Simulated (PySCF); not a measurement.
**Kr³⁺ (krypton, charge +3) across methods**

[Ar] 3d10 4s2 4p3, high-spin 4S determinant. Calculation: PySCF 2.14, in def2-TZVPPD (7s6p5d1f, 57 functions); the non-relativistic Hamiltonian (point nucleus).

```json
{"method": "r2SCAN", "E (hartree)": "-2751.018", "mean ε 4s α (eV)": "-60.620", "mean ε 4s β (eV)": "-55.762", "mean ε 4p α (eV)": "-45.306", "Σ⟨r²⟩ (bohr²)": "21.20", "⟨S²⟩": "3.750"}
{"method": "PBE", "E (hartree)": "-2750.636", "mean ε 4s α (eV)": "-59.324", "mean ε 4s β (eV)": "-55.696", "mean ε 4p α (eV)": "-44.627", "Σ⟨r²⟩ (bohr²)": "21.22", "⟨S²⟩": "3.750"}
{"method": "PBE0", "E (hartree)": "-2750.735", "mean ε 4s α (eV)": "-62.309", "mean ε 4s β (eV)": "-57.080", "mean ε 4p α (eV)": "-46.464", "Σ⟨r²⟩ (bohr²)": "21.22", "⟨S²⟩": "3.750"}
{"method": "UHF", "E (hartree)": "-2749.40806", "mean ε 4s α (eV)": "-70.230", "mean ε 4s β (eV)": "-59.614", "mean ε 4p α (eV)": "-51.035", "Σ⟨r²⟩ (bohr²)": "21.37", "⟨S²⟩": "3.751"}
{"method": "LDA", "E (hartree)": "-2747.324", "mean ε 4s α (eV)": "-59.367", "mean ε 4s β (eV)": "-56.218", "mean ε 4p α (eV)": "-44.667", "Σ⟨r²⟩ (bohr²)": "21.20", "⟨S²⟩": "3.750"}
{"method": "PW91", "E (hartree)": "-2751.180", "mean ε 4s α (eV)": "-59.403", "mean ε 4s β (eV)": "-55.816", "mean ε 4p α (eV)": "-44.692", "Σ⟨r²⟩ (bohr²)": "21.21", "⟨S²⟩": "3.750"}
{"method": "B3LYP", "E (hartree)": "-2751.057", "mean ε 4s α (eV)": "-61.583", "mean ε 4s β (eV)": "-57.204", "mean ε 4p α (eV)": "-45.943", "Σ⟨r²⟩ (bohr²)": "21.23", "⟨S²⟩": "3.750"}
{"method": "revPBE", "E (hartree)": "-2750.816", "mean ε 4s α (eV)": "-59.311", "mean ε 4s β (eV)": "-55.491", "mean ε 4p α (eV)": "-44.616", "Σ⟨r²⟩ (bohr²)": "21.22", "⟨S²⟩": "3.750"}
```

Task: Estimate the same row for PBEsol.

Result: E (hartree) = -2748.907; mean ε 4s α (eV) = -59.310; mean ε 4s β (eV) = -55.666; mean ε 4p α (eV) = -44.618; Σ⟨r²⟩ (bohr²) = 21.20; ⟨S²⟩ = 3.750.
